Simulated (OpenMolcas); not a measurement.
Lines of Os⁶⁺: computed and rescaled rates

```
Program             : OpenMolcas 26.06
Method              : SS-CASPT2, IPEA 0.25 Eh, imaginary shift 0.1 Eh (closed shells correlated: 5s 5p)
Basis               : ANO-R3 [10s7p6d4f3g2h]
Scalar Hamiltonian  : X2C, finite nucleus
Active space        : 2 electrons in 5 orbitals (5d)
State averaging     : 2S+1 = 3 even, 10 roots; 2S+1 = 1 even, 15 roots
Spin-orbit coupling : RASSI with atomic mean-field integrals over the reference wave functions, term energies averaged over their components
```

Rates come from the transition moments of the reference wave functions (E1 and E2 in the length form). At fixed line strength A goes as λ^-3 for E1 and M1 and as λ^-5 for E2, so a rate at the computed wavelength can be rescaled to the measured one. Measured vacuum wavelengths follow from level energies in van het Hof, Joshi, Wyart and Sugar, J. Res. Natl. Inst. Stand. Technol. 100, 687 (1995). Branching counts decays inside the model space alone, at computed energies, and the table is only a selection of the E2 and M1 lines, drawn from those between levels with measured partners whose computed energy lies within a factor of 1.5 of the measured one.

| Upper | Lower | Type | λ computed (nm) | λ measured (nm) | A computed (s-1) | A rescaled (s-1) | Branching % |
| --- | --- | --- | --- | --- | --- | --- | --- |
| 5d2 3P1 | 5d2 3P0 | M1 | 1612 | 1597 | 3.92e+00 | 4.03e+00 | 58.6 |
| 5d2 3F3 | 5d2 3F2 | M1 | 988.2 | 970.1 | 2.33e+01 | 2.46e+01 | 100.0 |
| 5d2 3P2 [61 %] | 5d2 3P1 | M1 | 961.5 | 906.7 | 9.24e+00 | 1.10e+01 | 19.2 |
| 5d2 3P1 | 5d2 3F3 | E2 | 798.6 | 848.2 | 5.67e-02 | 4.20e-02 | 0.8 |
| 5d2 3P0 | 5d2 3F2 | E2 | 608.4 | 631.4 | 4.28e-01 | 3.56e-01 | 100.0 |
| 5d2 1G4 | 5d2 3F3 | M1 | 471.2 | 477 | 2.97e+01 |  | 72.9 |
| 5d2 3P1 | 5d2 3F2 | M1 | 441.7 | 452.5 | 2.07e+00 |  | 30.9 |
| 5d2 3P1 | 5d2 3F2 | E2 | 441.7 | 452.5 | 3.59e-01 | 3.18e-01 | 5.4 |
| 5d2 3P2 [61 %] | 5d2 3F3 | M1 | 436.3 | 438.2 | 1.00e+01 |  | 20.9 |
| 5d2 3P2 [61 %] | 5d2 3F3 | E2 | 436.3 | 438.2 | 2.46e-01 | 2.41e-01 | 0.5 |
| 5d2 1S0 | 5d2 3P2 [61 %] | E2 | 400.8 | 406.8 | 3.81e+00 |  | 1.5 |
| 5d2 3P2 [61 %] | 5d2 3F2 | M1 | 302.7 | 301.9 | 9.47e-01 |  | 2.0 |
| 5d2 1S0 | 5d2 3P1 | M1 | 282.9 | 280.8 | 2.17e+02 |  | 85.5 |
| 5d2 1S0 | 5d2 3F2 | E2 | 172.4 | 173.3 | 8.98e+00 |  | 3.5 |

Spin-changing lines and M1 lines between different terms are not rescaled, since their strength hangs on the term gaps too.

The largest correction is for 5d2 3P1 → 5d2 3F3 (E2): 5.67e-02 × (798.6 / 848.2)^5 = 4.20e-02 s-1, a factor of 0.74.

The computed rate and branching of 5d2 3P0 → 5d2 3F2 give the upper level a radiative lifetime of 1.000 / 4.28e-01 s-1 = 2.34e+00 s, counting decays inside the model space alone. The rescaled rate gives about 2.8e+00 s.

These are rates of the free ion; in crystals, glasses and complexes forced electric-dipole and non-radiative decay shorten such lifetimes by orders of magnitude. No measured rate stands beside these. Rescaling mends the energy factor alone: line strengths can still be far off where a level mixes with configurations outside the active space, and weak or spin-changing lines hang on small mixing coefficients that depend on the term gaps too, so rescaling need not improve them.

Term energies are means over components that CASPT2 splits; among the terms shown or strongly mixed into the levels shown the widest spread is 450 cm-1 (5d2 1G). Computed and measured levels are paired by configuration, term and J; levels that our copy of the source lacks, or whose pairing is in doubt (as where it misses far off the trend of its configuration), stay unpaired. Only configurations of the active space appear.

A share in square brackets marks a mixed level and gives the weight of the term that names it.
